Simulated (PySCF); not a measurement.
From one molecule to another.

First species: C6H10FN.
Atom-mapped SMILES: `[F:1][C@@H:2]1[CH2:3][CH2:4][C@H:5]1[N:6]1[CH2:7][CH2:8]1` (hydrogens: H9 on C2; H10, H11 on C3; H12, H13 on C4; H14 on C5; H15, H16 on C7; H17, H18 on C8)

Second species: C6H11F2NSi.
SMILES: `FC(F)[C@@]1(N2CC2)CC[SiH2]1`

Levels: PBE0/pcSseg-1 for dipole moment, HOMO energy, LUMO energy and HOMO–LUMO gap; GFN2-xTB for rotational constant A and rotational constant C. Geometries: GFN2-xTB. Each structure is a single optimised conformer of the isolated species, non-relativistic unless stated. Electronic properties by PySCF.

The conformers computed, where there is a choice (atom-mapped SMILES and torsion angles):
- `[F:1][C@@H:2]1[CH2:3][CH2:4][C@H:5]1[N:6]1[CH2:7][CH2:8]1`: C4–C5–N6–C7 -169°
- `[F:1][CH:2]([F:3])[C@@:4]1([N:5]2[CH2:6][CH2:7]2)[CH2:8][CH2:9][SiH2:10]1`: F1–C2–C4–N5 64°, C2–C4–N5–C6 167°

| property | column X | column Y |
| --- | --- | --- |
| dipole moment | 1.47 D | 2.93 D |
| HOMO energy | -6.87 eV | -6.74 eV |
| LUMO energy | 1.28 eV | 0.23 eV |
| HOMO–LUMO gap | 8.15 eV | 6.97 eV |
| rotational constant A | 3.648 GHz | 1.397 GHz |
| rotational constant C | 1.164 GHz | 0.849 GHz |

Which column belongs to which species?

Column X is the first species and column Y the second. The first has 18 atoms and 62 electrons, the second 21 and 86.

How does each property change from the first species to the second?

dipole moment +1.46 D; HOMO energy +0.13 eV; LUMO energy -1.05 eV; HOMO–LUMO gap -1.18 eV; rotational constant A -2.251 GHz; rotational constant C -0.315 GHz.

On the first: The dipole matches unit charges of opposite sign 0.31 Å apart (1 e·Å = 4.8032 D).

On the second: A dipole of 2.93 D is allowed in C1, and pure rotational transitions are dipole-allowed. The dipole equals about 9.8 × 10⁻³⁰ C·m (1 D = 3.33564 × 10⁻³⁰ C·m).
